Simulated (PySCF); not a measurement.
# Deuteron quadrupole couplings in `C=CC1=C[SiH2]C=C1C=C`

C8H10Si.
Z-matrix (Å and degrees, PBE0-D3(BJ)/def2-SVP geometry), rows numbered from 1:
```
C 
C   1  1.3397
C   2  1.4678  1  127.50
C   3  1.3596  2  119.64  1   147.74
Si  4  1.8627  3  108.76  2  -167.00
C   5  1.8626  4   91.63  3    -2.83
C   6  1.3596  5  108.78  4    -2.54
C   7  1.4678  3  125.06  2   -22.23
C   8  1.3398  7  127.56  3   -25.59
H   1  1.0930  2  120.32  3  -174.43
H   1  1.0917  2  122.38  3     4.68
H   2  1.0962  1  118.21  3   173.11
H   4  1.0927  3  120.60  2     3.81
H   5  1.4966  4  112.58  3   116.21
H   5  1.4964  4  115.97  3  -119.10
H   6  1.0927  5  129.89  4  -172.56
H   8  1.0962  7  113.94  3   160.95
H   9  1.0916  8  122.42  7     4.70
H   9  1.0929  8  120.35  7  -174.46
```

Level: PBE0/pcSseg-1 (PySCF, non-relativistic); Q(2H) = 0.00286 b; rigid geometry, the same for H and D, with no vibrational averaging.

Task: Rank these positions by the coupling χzz of a deuteron there, largest first.
A. H17 (vinylic hydrogen)
B. H15 (Si–H hydrogen)
C. H10 (vinylic hydrogen)

Result: C (206 kHz), A (200 kHz), B (94 kHz).

Task: Give the electric field gradient Vzz (the principal value of largest size), its asymmetry and the 2H coupling at each hydrogen.

Result: 
```csv
atom,bonded to,bond length (Å),Vzz (au),η,χzz (kHz)
H10,C1,1.093,0.3070,0.05,206
H11,C1,1.092,0.3044,0.06,205
H12,C2,1.096,0.2970,0.08,200
H13,C4,1.093,0.3104,0.04,209
H14,Si5,1.497,0.1396,0.02,94
H15,Si5,1.496,0.1397,0.02,94
H16,C6,1.093,0.3103,0.04,209
H17,C8,1.096,0.2970,0.08,200
H18,C9,1.092,0.3046,0.05,205
H19,C9,1.093,0.3070,0.05,206
```

Task: Average by the element that carries the hydrogen.

Result: on C: 205 kHz over 8 positions, mean bond length 1.093 Å; on Si: 94 kHz over 2 positions, mean bond length 1.496 Å.

Task: Give the 2H NMR doublet splittings at H14 for a magnetic field along the z, y and x axes of the gradient: 3χ/2, 3χ(1 + η)/4, 3χ(1 − η)/4.

Result: With |χ| = 93.8 kHz and η = 0.019: 141, 72 and 69 kHz, to first order and without motion.

Isolated species at its PBE0-D3(BJ)/def2-SVP geometry (one conformer only). With a basis this small, the couplings can be 20 % off.
